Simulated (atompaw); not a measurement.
B: one change to a PAW (atompaw) potential, before and after

```
Element                 : B (Z = 5)
Generator               : atompaw 4.2.0.5
Type                    : PAW
Functional              : LDA (PW92)
Relativity              : non-relativistic
Frozen core             : [He]
Valence charge          : 3
Reference configuration : 2s2 2p1
Partial waves           : 2s (bound); 2s channel at 0.3 Ry; 2p (bound); 2p channel at 1.6 Ry; 3d channel at -0.05 Ry
Local potential         : troulliermartins scheme with l = 3 at 0 Ry, radius 2.55 bohr
Core correction         : smooth core density matched at 1.80 bohr
Augmentation charge     : besselshape compensation charge, radius 2.65 bohr; PAW radius 3.00 bohr; waves and projectors: bloechl
```

Change: all radii scaled by about 1.27 (s 3.82, p 3.82, d 3.82 bohr); local potential troulliermartins scheme with l = 3 at 0 Ry, radius 3.24 bohr; augmentation besselshape compensation charge, radius 3.38 bohr; PAW radius 3.82 bohr; waves and projectors: bloechl; core correction smooth core density matched at 2.30 bohr.

Cutoffs: the cutoffs (Ry, on a coarse ladder) from which the occupation-weighted sum of valence levels, in a spherical-Bessel basis at the reference potential, stays within 10 and 1 mRy of its value at 400 Ry; they do not see the model core or the augmentation charge, which bear on the density cutoff.

**Question.** What does the change do?

**Answer.** The potential gets softer (8 Ry and 15 Ry → 6 Ry and 8 Ry); neither file shows a bound ghost. A larger radius leaves more room for a smooth pseudo-wave, so fewer plane waves are needed.

```tsv
quantity	base	changed
cutoff, loose	8 Ry	6 Ry
cutoff, tight	15 Ry	8 Ry
loose cutoff by channel (10 mRy a level)	s 6 Ry, p 8 Ry	s 6 Ry, p 6 Ry
bound ghosts	none	none
lowest overlap eigenvalue by channel	s 0.69, p 1.00, d 1.00	s 0.79, p 1.00, d 1.00
```

 The cutoffs see the waves, projectors and local potential, not the compensation charge or the core.
